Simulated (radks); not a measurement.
Zn+, configuration [Ar] 3d10 4d1 (not the ground configuration).

All-electron calculation, scalar-relativistic Kohn-Sham, LDA (Slater exchange, Perdew-Wang correlation), spin-unpolarised, spherical densities, finite nucleus; Fermi nuclear charge, rms radius 3.9283 fm. Program: a radial shooting solver on a logarithmic mesh with Libxc functionals.

Energy parts (hartree):
total: -1792.46808
kinetic: 1820.27378
electron-nucleus: -4306.68510
Hartree: 762.33845
exchange-correlation: -68.39522

Orbitals (lengths in bohr, moments of r in powers of bohr; <r^-3> diverges for s and p1/2; r(90%) holds 90 % of the orbital's charge):
| orbital | occ. | eigenvalue (hartree) | <r^4> | <r^-3> | r(90%) | <r> |
|---|---|---|---|---|---|---|
| 1s | 2 | -349.9444 | 0.00002998 | - | 0.0900 | 0.05038 |
| 2s | 2 | -43.03382 | 0.006372 | - | 0.351 | 0.2266 |
| 2p | 6 | -37.42348 | 0.004709 | 793.6 | 0.324 | 0.1984 |
| 3s | 2 | -5.28637 | 0.4757 | - | 1.03 | 0.6830 |
| 3p | 6 | -3.62011 | 0.6479 | 103.0 | 1.11 | 0.7147 |
| 3d | 10 | -0.93670 | 2.866 | 9.643 | 1.54 | 0.8832 |
| 4d | 1 | -0.15714 | 1730 | 0.2334 | 8.05 | 5.370 |

The highest occupied level is 4d at -4.276 eV. The density falls to 0.001 e/bohr^3 at r = 4.06 bohr. Summed over all electrons, <r^2> = 48.40 bohr^2, which gives a Langevin (diamagnetic) susceptibility term of -38.3 x 10^-6 cm^3/mol. The electron density at the nucleus is 2.519e+04 e/bohr^3 (large components only).
